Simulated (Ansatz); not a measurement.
`[OH][SbH][CH2][SiH3]` and `[CH3][SbH][OH]` differ in one atom or group.

Ansatz, PBE0-D4/def2-TZVP geometries, multiplicity 1. Each molecule was computed in one conformer, which needn't be the lowest.

Elements past krypton have def2 core potentials.

| property | `[OH][SbH][CH2][SiH3]` |
| --- | --- |
| zero-point energy (PBE0-D4/def2-TZVP) / kJ/mol | 189.4 |
| LUMO energy (PBE0/def2-TZVPP) / eV | -1.02 |
| size of the dipole moment (PBE/def2-TZVPP) / D | 2.15 |
| HOMO–LUMO gap (PBE0/def2-TZVPP) / eV | 6.05 |
| HOMO energy (PBE/def2-TZVPP) / eV | -6.02 |
| size of the dipole moment (B3LYP/def2-TZVPP) / D | 2.31 |

Task: What does the change do to each property? (Best estimate.)

Result: Computed: 
| property | `[CH3][SbH][OH]` | shift |
| --- | --- | --- |
| zero-point energy (PBE0-D4/def2-TZVP) / kJ/mol | 148.0 | -41.4 |
| LUMO energy (PBE0/def2-TZVPP) / eV | -0.82 | 0.20 |
| size of the dipole moment (PBE/def2-TZVPP) / D | 1.39 | -0.76 |
| HOMO–LUMO gap (PBE0/def2-TZVPP) / eV | 6.16 | 0.11 |
| HOMO energy (PBE/def2-TZVPP) / eV | -5.90 | 0.12 |
| size of the dipole moment (B3LYP/def2-TZVPP) / D | 1.59 | -0.72 |

With PBE0 the HOMO rises by 0.09 eV and the LUMO rises by 0.20 eV, so the gap widens by about 0.11 eV. PBE moves the HOMO by 0.12 eV and ωB97M-V by 0.06 eV. The zero-point energy changes by -41.4 kJ/mol with -9 modes. Dipoles are sizes alone; their direction can turn.

B3LYP here is the variant with VWN-RPA as its local correlation; programs differ in this.

Spin–orbit coupling is left out; it splits and shifts lone-pair levels of the heavy atoms by tenths of an eV.
